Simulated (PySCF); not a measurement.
C₅H₅Cl, SMILES C=C(Cl)C#CC. Atoms are numbered in the order given.

```xyz
11

C      1.6970    -1.3565     0.0000
C      0.4834    -0.7584     0.0000
Cl    -0.9800    -1.7499     0.0000
C      0.2460     0.6416     0.0000
C      0.0201     1.8486     0.0000
C     -0.2437     3.2777     0.0000
H      1.7888    -2.4512     0.0000
H      2.6063    -0.7391     0.0000
H      0.1913     3.7694    -0.8957
H      0.1913     3.7694     0.8957
H     -1.3346     3.4833     0.0000
```
Charge 0, spin multiplicity 1.

Coordinates come from a PBE-D3(BJ)/def2-SVP optimisation. This is a generated structure with no PubChem entry under its InChIKey; it may be hypothetical.

Computed with ωB97X/def2-TZVP (PySCF).

Symmetry labels are those of the subgroup Cs that the program uses (full group Cs).

Computed valence orbital energies around the gap with their symmetry:
| orbital | symmetry | energy (eV) |
|---|---|---|
| HOMO−7 | A" | -14.97 |
| HOMO−6 | A' | -14.89 |
| HOMO−5 | A' | -13.63 |
| HOMO−4 | A" | -13.45 |
| HOMO−3 | A' | -11.54 |
| HOMO−2 | A" | -10.94 |
| HOMO−1 | A' | -10.14 |
| HOMO | A" | -9.12 |
| LUMO | A" | 0.91 |
| LUMO+1 | A' | 2.20 |
| LUMO+2 | A' | 3.26 |
| LUMO+3 | A' | 4.08 |
